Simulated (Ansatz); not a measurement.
C2H10BNSi (`BN(C)[SiH2]C`). The species carries charge 0 and has multiplicity 1.

Cartesian coordinates in Å:
```
B 1.355 -1.596 0.139
N 0.240 -0.808 -0.143
C -1.116 -1.314 0.030
Si 0.384 0.846 -0.718
C -0.269 2.060 0.538
H 1.199 -2.720 0.532
H 2.451 -1.138 -0.015
H -1.660 -0.747 0.792
H -1.084 -2.358 0.342
H -1.683 -1.248 -0.904
H 1.813 1.103 -1.015
H -0.422 0.961 -1.966
H -0.178 3.081 0.157
H 0.294 1.995 1.472
H -1.324 1.882 0.760
```

(1) List the harmonic frequencies (cm⁻¹, unscaled) at PBE0-D4/def2-TZVP in Ansatz. (Estimate.)

(2) Is this a minimum?

(3) Give the ideal-gas thermochemistry at 298.15 K and 1 bar (rigid rotor, harmonic oscillator; point group C1, symmetry number 1).

(4) And at 400, 500, 600, 800 and 1000 K?

(5) Rotational constants (cm⁻¹)?

Answers

(1) Computed: 43, 138, 156, 164, 273, 331, 376, 499, 506, 647, 711, 726, 759, 882, 916, 930, 947, 1005, 1052, 1147, 1202, 1222, 1277, 1413, 1446, 1449, 1460, 1489, 1506, 2198, 2254, 2558, 2641, 3031, 3051, 3087, 3133, 3137, 3139.

(2) Yes, all 39 modes are real.

(3) Zero-point energy 316.4 kJ/mol; H(298) − E = 340.0 kJ/mol; entropy 360.9 J/(mol·K), of which translation 164.6, rotation 111.2, vibration 85.1; G(298) − E = 232.4 kJ/mol. Modes under 100 cm⁻¹ are hindered rotations or soft bends, so the harmonic entropy is rough.

(4) 
| T (K) | H − E (kJ/mol) | S (J/mol/K) | G − E (kJ/mol) |
| --- | --- | --- | --- |
| 400 | 354.4 | 402.4 | 193.5 |
| 500 | 371.5 | 440.4 | 151.3 |
| 600 | 391.0 | 475.9 | 105.5 |
| 800 | 435.8 | 540.1 | 3.7 |
| 1000 | 486.6 | 596.6 | -110.0 |

(5) 0.2006, 0.08937, 0.075.
